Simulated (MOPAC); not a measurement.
MOPAC input (PM6):

```
PM6 PRECISE GNORM=0.05 LET XYZ CHARGE=1 GEO-OK AUX(PRECISION=9) THREADS=1
HGe

Ge   -0.00000000 1   -0.00000000 1   -0.04826073 1
H     0.00000000 1    0.00000000 1    1.54434333 1
```

Q: What heat of formation does the run end on?

A: 239.81 kcal/mol.
